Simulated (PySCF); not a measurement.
## UHF on Ti⁺ (titanium, charge +1)

Configuration: [Ar] 3d2 4s1, high-spin 4F determinant. All numbers are calculated (PySCF 2.14, scalar relativity by spin-free X2C-1e, in x2c-TZVPall).

```json
{"Total energy": "-852.532388 hartree", "One-electron energy": "-1162.7955 hartree", "Hartree (Coulomb) energy": "351.5530 hartree", "Exchange energy": "-41.2899 hartree", "⟨S²⟩": "3.7519", "⟨L²⟩": "12.026", "Sum of ⟨r⟩": "17.26 bohr", "Sum of ⟨r²⟩": "29.15 bohr²", "Langevin diamagnetic susceptibility": "-23.1 ×10⁻⁶ cm³/mol", "Time after the integrals": "0.14 s of wall time on 1 thread of Neoverse-V2 (shared host)"}
```

| shell | electrons | mean orbital energy (hartree) | rms radius, mean of both spins (bohr) |
| --- | --- | --- | --- |
| 1s α | 1 | -184.67204 | 0.0804 |
| 1s β | 1 | -184.66911 | 0.0804 |
| 2s α | 1 | -21.93406 | 0.350 |
| 2s β | 1 | -21.89681 | 0.350 |
| 2p α | 3 | -18.10081 | 0.320 |
| 2p β | 3 | -18.06634 | 0.320 |
| 3s α | 1 | -3.23750 | 1.08 |
| 3s β | 1 | -3.09797 | 1.08 |
| 3p α | 3 | -2.14349 | 1.18 |
| 3p β | 3 | -1.98104 | 1.18 |
| 3d α | 2 | -0.70381 | 1.64 |
| 4s α | 1 | -0.47916 | 3.49 |

Densities and radii are taken from the X2C orbitals without a picture-change correction, which distorts them close to the nucleus.
